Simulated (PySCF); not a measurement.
A search over the determinants of SnB

Unrestricted PBE0; PySCF, scalar-relativistic core potentials, basis sets Sn cc-pVDZ-PP with ECP28, B cc-pVDZ. Outer shells of the fragments: Sn 4d10 5s2 5p2; B 2s2 2p1.

Followed along the bond (rough minima from three points):

```tsv
2Ms+1	unpaired	⟨S²⟩ at the start	R at minimum (Å)	Te (eV)
4	σ ↑, π ↑↑	3.75	2.19	0.00
2	σ ↓, π ↑↑	1.77	2.20	0.33
2	σ ↑, π ↑↓	1.76	2.20	0.37
2	σ ↑	0.80	2.23	0.98
2	π ↑	0.79	none in the scan	≤ 1.14
```

Solutions found at the starting distance of 2.165 Å, counted from the lowest of them; the search is not exhaustive and high or unbound solutions are not listed, so other states can lie among these:

| 2Ms+1 | unpaired | term | E (eV) | ⟨S²⟩ | ⟨Lz²⟩ | μ (D) |
| --- | --- | --- | --- | --- | --- | --- |
| 4 | σ ↑, π ↑↑ | ⁴Σ⁻ | 0.00 | 3.75 | 0.00 | -1.38 |
| 2 | σ ↓, π ↑↑ | mixed | 0.33 | 1.77 | 0.00 | -1.34 |
| 2 | σ ↑, π ↑↓ | mixed | 0.37 | 1.76 | 2.01 | -1.37 |
| 2 | σ ↑ | mixed | 1.00 | 0.80 | 2.00 | -1.27 |
| 2 | π ↑ | ²Π | 1.15 | 0.79 | 1.00 | -1.45 |
| 2 | π ↑ | ²Π | 1.62 | 0.75 | 1.00 | -2.63 |
| 4 | π ↑↑↑ | ⁴Π | 2.47 | 3.80 | 1.00 | -0.73 |
| 4 | σ ↑, π ↑↑ | mixed | 2.50 | 3.76 | 2.01 | -1.01 |

A term symbol is given only where ⟨S²⟩ and ⟨Lz²⟩ are close to those of a pure state; real π, δ and φ orbitals otherwise mix terms. A positive dipole means Sn(−)B(+).

Spin–orbit coupling is left out.
